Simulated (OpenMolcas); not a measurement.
# Ions of charge +2 along the 3d row with 4 oxide ligands in tetrahedral coordination

| Quantity | Value |
| --- | --- |
| Program | OpenMolcas 26.06 |
| Method | CASSCF |
| Spin-orbit coupling | RASSI with atomic mean-field integrals over the reference wave functions |

The d shell is active. Anionic complexes are neutralised by point charges behind the ligands. Distances were set from a Shannon-type radius of the metal (high-spin where two are listed) plus a fixed donor radius (O 1.38 Å). Ligand basis ANO-RCC-VDZP, DKH2 Hamiltonian. States (labels of Td). Energies in cm-1 above the lowest state or level, χT in cm3 K/mol; under a threefold ground state the first gap can be a small split of the lowest multiplet, not the spin-orbit step; 10Dq and B are least-squares fits to the states below 45000 cm-1, weighted by degeneracy, with a free offset, and given where the rms deviation is under 5 % of |10Dq| (or 100 cm-1) and under 700 cm-1; 10Dq is negative for this site. Spin-only χT is S(S+1) / 2 for the spin of the ground state.

| Ion | Shell | R (Å) | Metal basis | Outer charge (e at Å behind ligand) | Ground state | First state of that spin | 10Dq | B (rms of fit) | First gap with spin-orbit (degeneracies) | χT at 300 K | First state of another spin | Spin-only χT |
| --- | --- | --- | --- | --- | --- | --- | --- | --- | --- | --- | --- | --- |
| Ti2+ | 3d2 | 2.11 | ANO-RCC-VDZP | 1.5 at 3.2 | 3A2 | 3T2 3200 |  |  | 3165 (3, 1) | 1.035 | 1E 11589 | 1.000 |
| Cr2+ | 3d4 | 2.05 | ANO-RCC-VTZP | 1.5 at 2.4 | 5T2 | 5E 2577 |  |  | 18.6 (1, 3) | 2.625 | 3T1 17967 | 3.000 |
| Ni2+ | 3d8 | 1.93 | ANO-RCC-VDZP | 1.5 at 2.4 | 3T1 | 3T2 2093 | -2533 | 1249 (46) | 335.4 (1, 3) | 2.637 | 1T2 16342 | 1.000 |
| Cu2+ | 3d9 | 1.95 | ANO-RCC-VTZP | 1.5 at 2.4 | 2T2 | 2E 2185 | -2185 |  | 764.2 (2, 4) | 0.913 |  | 0.375 |

The rows also differ in their metal basis and outer charges, so part of each step comes from that.

Every ion keeps the highest spin of its shell. χT departs most from the spin-only value for Ni2+, by +1.637 cm3 K/mol.

The oxide ions are held by bare point charges, a crude embedding. Ligand-to-metal charge-transfer states are missing. Without dynamic correlation the repulsion within the d shell is too large (B by tens of per cent), so at a given field states of lower spin stand too high (holds for Ti2+; Cr2+; Ni2+). With no ligand orbital active B as a rule stays too high, so bands that hang on it stand too high and its fall with covalency is understated (holds for Ti2+; Cr2+; Ni2+). With metal d orbitals alone and no dynamic correlation the field as a rule comes out too small, by tens of per cent, by up to half for chloride and softer ligands (holds for Ti2+; Cr2+). An orbital triplet at a regular site is open to Jahn-Teller coupling, which can distort the site and quench the lowest spin-orbit gaps and is left out (holds for Cr2+; Ni2+; Cu2+). With oxide or sulfide held by bare charges the field of late divalent 3d ions can come out several times too small, and g and χT far too large (holds for Ni2+; Cu2+). With metal d orbitals alone and no dynamic correlation the field as a rule comes out too small, by tens of per cent, by up to half for chloride and softer ligands, and with too little covalency χT stands high (holds for Ni2+; Cu2+). No measured value stands beside these numbers; the geometry is a model, was not optimised and need not be the one that this ion takes.
